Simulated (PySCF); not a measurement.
## Optical rotation: `B[Si@H]1C[C@@H]1C`, C$_{3}$H$_{9}$BSi

Geometry:
| atom | x (Å) | y (Å) | z (Å) |
| --- | --- | --- | --- |
| B1 | 2.626 | -0.535 | 0.319 |
| Si2 | 0.875 | 0.045 | 0.761 |
| C3 | -0.078 | 1.245 | -0.399 |
| C4 | -0.553 | -0.162 | -0.532 |
| C5 | -1.946 | -0.498 | -0.076 |
| H6 | 3.372 | -0.884 | 1.153 |
| H7 | 3.003 | -0.573 | -0.790 |
| H8 | 0.223 | 0.146 | 2.075 |
| H9 | 0.442 | 1.673 | -1.243 |
| H10 | -0.768 | 1.940 | 0.055 |
| H11 | -0.282 | -0.655 | -1.458 |
| H12 | -2.677 | -0.176 | -0.820 |
| H13 | -2.063 | -1.570 | 0.070 |
| H14 | -2.173 | 0.004 | 0.861 |

Method used: TDDFT PBE0/def2-SVPD circular dichroism and optical rotation, one conformer, gas phase (PySCF 2.14.0). Geometry: GFN2-xTB.

States above about 6.6 eV (minus the energy of the highest occupied orbital) lie near or above the ionisation threshold and depend on the basis.

Stereocentres: Si2 S, C4 S.

Q: What is the specific rotation at 633, 589.3, 546, 436, 405, 365, 355 nm?

A: [α] in deg dm⁻¹ (g/mL)⁻¹:
```
λ (nm)  origin-invariant length gauge  modified velocity gauge  length gauge (centre of mass)  isotropic polarisability (au)
   633                         +204.9                   +196.0                         +210.2                           94.1
 589.3                         +249.6                   +238.6                         +256.3                           95.4
   546                         +311.7                   +297.7                         +320.7                           97.3
   436                         +672.1                   +639.1                         +698.7                          107.5
   405                         +920.3                   +873.1                         +964.5                          114.8
   365                        +1605.8                  +1516.9                        +1728.2                          138.0
   355                        +1944.0                  +1834.8                        +2124.6                          151.6
```

The shortest wavelength is close to the first absorption, where this undamped response comes out too large.

Q: And for the mirror image at 589.3 nm?

A: -249.6 deg dm⁻¹ (g/mL)⁻¹ (origin-invariant length gauge): the same size and the opposite sign.

Q: What is the molar rotation [Φ] = [α]·M/100 of the geometry above at 589.3 nm?

A: With M = 84.00 g/mol, +209.6 deg cm² dmol⁻¹ (origin-invariant length gauge).

The first excitation lies at 3.88 eV (320 nm) with R = +1.3 × 10⁻⁴⁰ esu² cm² (velocity form).
